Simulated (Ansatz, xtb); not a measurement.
**A geometry optimisation of GaH7N2OSi with r2SCAN-D4/def2-SVP**

The starting geometry of this gas-phase singlet was built from a drawn formula by distance geometry; its bonds are those of `[NH2][GaH][NH][SiH2]O`.

```yaml
atoms:
  - { symbol: Ga, position_ang: [-0.5616, 1.0322, 2.7610] }
  - { symbol: N, position_ang: [-2.0964, 2.0501, 3.2313] }
  - { symbol: N, position_ang: [0.1703, 1.2661, 0.8707] }
  - { symbol: O, position_ang: [-1.0928, -1.2745, 0.5198] }
  - { symbol: Si, position_ang: [-0.1089, -0.0838, -0.2702] }
  - { symbol: H, position_ang: [-1.7943, 2.5692, 4.1175] }
  - { symbol: H, position_ang: [-2.5659, 2.6947, 2.5947] }
  - { symbol: H, position_ang: [-1.1446, -0.5441, 2.6328] }
  - { symbol: H, position_ang: [-0.0723, 2.1943, 0.3598] }
  - { symbol: H, position_ang: [1.1566, -0.6102, -0.7663] }
  - { symbol: H, position_ang: [-0.9058, 0.3949, -1.4560] }
  - { symbol: H, position_ang: [-0.5789, -2.0353, 0.8127] }
```

Question: Predict what becomes of its bonds when it is optimised with r2SCAN-D4/def2-SVP.

Answer: It keeps its bonds, and is `[NH2][GaH][NH][SiH2]O`.

The energy falls by 2.33 eV over 18 steps:

```csv
step,E − E(last) (eV)
1,2.331
3,0.558
5,0.142
7,0.024
9,0.010
10,0.007
12,0.001
14,0.000
16,0.000
18,0.000
```

Final geometry (Å):

```xyz
12

Ga   -0.9433    0.9586    2.5438
N    -1.7483    2.3828    3.3189
N    -0.5484    1.1479    0.7545
O    -1.0849   -1.4486    0.1145
Si   -0.1245   -0.1416   -0.3014
H    -2.0310    2.4039    4.2919
H    -2.0560    3.2144    2.8274
H    -0.5562   -0.3016    3.3501
H    -0.7841    2.0366    0.3190
H     1.2982   -0.6027   -0.1808
H    -0.3558    0.3172   -1.7060
H    -0.6603   -2.3132    0.0759
```

From the same start GFN2-xTB ends elsewhere, differing in Ga1–O4 (2.13 against 3.42 Å here).

The end wasn't checked by frequencies. Run with Ansatz 0.2.0, 77 s on 2 threads of Arm Neoverse V2 (shared host).
